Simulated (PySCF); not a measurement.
Cu(NH3)F (singlet state).
Cartesian coordinates in Å at the PBE0-D3(BJ)/def2-SVP level; atoms count from 1:
```xyz
6
CuFH3N angstrom
Cu    -0.0069    0.0030   -1.1810
N      0.0024   -0.0010    0.7396
H     -0.4013    0.8529    1.1286
H      0.9490   -0.0778    1.1162
H     -0.5320   -0.7819    1.1245
F     -0.0112    0.0048   -2.9280
```

Computed with delta-SCF UKS SCAN, pcX-2 on the ionised atom (unc-x2c-TZVPall on a metal), pcseg-1 elsewhere, spin-free X2C in PySCF. Vertical ΔSCF values, vacuum level as zero.

One binding energy is withheld.

| atom(s) | bonded to | level | binding energy (eV) |
| --- | --- | --- | --- |
| N2 | 3 H and Cu | N 1s | ? |
| F6 | Cu | F 1s | 688.36 |
| Cu1 | F and N | Cu 2p3/2 | 938.03 |

Problem. What is the N 1s binding energy of N2 (atom 2)?

Solution. 408.19 eV (nitrogen bonded to Cu and 3 H).

Problem. What is the longest wavelength that can ionise Cu 2p3/2 of Cu1 vertically?

Solution. λ = hc/E = 12398.42 eV Å / 938.03 eV = 13.218 Å.

Spin–orbit and ligand-field terms were added within each 2p shell after the spin-free SCF. 2p1/2 minus 2p3/2 (ligand field included): Cu 20.65 eV. Satellites of the metal's 2p lines aren't described. Geometry: PBE0-D3(BJ)/def2-SVP; no solvent, vibrations or thermal averaging. Metal 2p energies of this one-determinant scheme are less reliable than its 1s energies.
